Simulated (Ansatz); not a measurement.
The inner images of a band of ClH + H4Sn (7 atoms, charge 0, multiplicity 1) are given out of order.

Method: RKS PBE0-D4/def2-SVP (Ansatz).

Initial state:

```xyz
7
Properties=species:S:1:pos:R:3
Sn 0.311 0.000 -0.150
H 0.311 0.000 1.566
H 1.939 0.000 -0.681
H -0.474 1.406 -0.719
H -0.474 -1.406 -0.719
Cl -3.109 0.000 1.596
H -2.109 0.000 2.405
```

Final state:

```xyz
7
Properties=species:S:1:pos:R:3
Sn -0.417 0.000 -0.758
H -0.087 0.000 3.515
H 0.926 0.000 0.295
H -0.517 1.420 -1.700
H -0.517 -1.420 -1.700
Cl -2.330 0.000 0.629
H -0.664 0.000 3.017
```

Question: Put them in order from the first end to the last, with their energies above the first end.
A.
```xyz
7
Properties=species:S:1:pos:R:3
Sn -0.397 0.000 -0.247
H 0.068 0.000 2.144
H 1.300 0.000 0.159
H -0.684 1.504 -0.975
H -0.684 -1.504 -0.975
Cl -2.503 0.000 1.042
H -0.705 0.000 2.150
```
B.
```xyz
7
Properties=species:S:1:pos:R:3
Sn 0.129 0.000 -0.090
H 0.042 0.000 1.644
H 1.811 0.000 -0.358
H -0.603 1.411 -0.713
H -0.603 -1.411 -0.713
Cl -2.824 0.000 1.601
H -1.559 0.000 1.926
```
C.
```xyz
7
Properties=species:S:1:pos:R:3
Sn -0.192 0.000 -0.128
H -0.036 0.000 1.861
H 1.536 0.000 -0.027
H -0.691 1.480 -0.798
H -0.691 -1.480 -0.798
Cl -2.560 0.000 1.309
H -0.973 0.000 1.878
```
D.
```xyz
7
Properties=species:S:1:pos:R:3
Sn -0.451 0.000 -0.417
H 0.113 0.000 2.498
H 1.062 0.000 0.392
H -0.617 1.473 -1.250
H -0.617 -1.473 -1.250
Cl -2.448 0.000 0.877
H -0.647 0.000 2.448
```
E.
```xyz
7
Properties=species:S:1:pos:R:3
Sn -0.450 0.000 -0.589
H 0.082 0.000 2.986
H 0.888 0.000 0.469
H -0.536 1.431 -1.512
H -0.536 -1.431 -1.512
Cl -2.417 0.000 0.725
H -0.636 0.000 2.731
```

Answer: B (+0.11 eV), C (+1.22 eV), A (+0.32 eV), D (-0.34 eV), E (-0.58 eV).

Run time: 2.2 min on 2 threads of Arm Neoverse V1, on a shared host, peak memory 0.14 GiB.
